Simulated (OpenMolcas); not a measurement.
**Pr4+: ligand-field states by method**

Pr4+ with 6 ligands (bromide) in trigonal prismatic coordination (D3h) at 2.65 Å, a polar angle of 50.6° against the regular 49.1°. A charge of +0.333 e stands 2.8 Å behind each ligand. Ligand basis ANO-RCC-VDZP.

| Item | Value |
| --- | --- |
| Program | OpenMolcas |
| Basis | ANO-RCC-VDZP [7s6p4d2f1g] |
| Scalar Hamiltonian | DKH2, point nucleus |
| Active space | 1 electron in 7 orbitals (4f) |
| State averaging | 2S+1 = 2 odd, 7 roots |
| Spin-orbit coupling | state interaction with AMFI integrals over the reference wave functions |

I. CASSCF
II. SS-CASPT2, IPEA 0.25 Eh, imaginary shift 0.1 Eh (closed shells correlated: 5s 5p and the ligand valence shells)

Spin-free states (labels of D3, the rotations of D3h) in cm-1, each column counted from its own energy of the first state listed:

```json
{"State": "2A1", "Degeneracy": "1", "I": "0", "II": "0"}
{"State": "2A2", "Degeneracy": "1", "I": "83", "II": "220"}
{"State": "2A2", "Degeneracy": "1", "I": "848", "II": "1130"}
{"State": "2E", "Degeneracy": "2", "I": "921", "II": "990"}
{"State": "2E", "Degeneracy": "2", "I": "1340", "II": "1680"}
```

With spin-orbit coupling the lowest J multiplet is 1049 (I), 1205 (II) cm-1 wide, a factor of 1.15 from I to II.

χT at 300 K: I 0.63, II 0.61 cm3 K/mol.

Roots that are degenerate in the reference are averaged as groups; the widest CASPT2 spread within a group is 93 cm-1 (the 2-fold group of multiplicity 2 near 1680 cm-1 above the lowest state of its run, II). Shifts and gaps below about the spread of the groups concerned are not significant. Over all roots computed the reference weight is 0.67 in II; a low but even weight reflects the number of correlated electrons. Splittings of an f shell from a small cluster at a set distance can be off by tens of per cent, mostly too small (holds for II). The distance lies 4 % under the 2.76 Å that this model takes as the normal distance (a Shannon-type radius plus a fixed donor radius); by an R⁻⁵ law this alone changes a d-shell field by about +23 %. No measured value stands beside these numbers; the geometry was imposed, not optimised, and the real ion may take another.
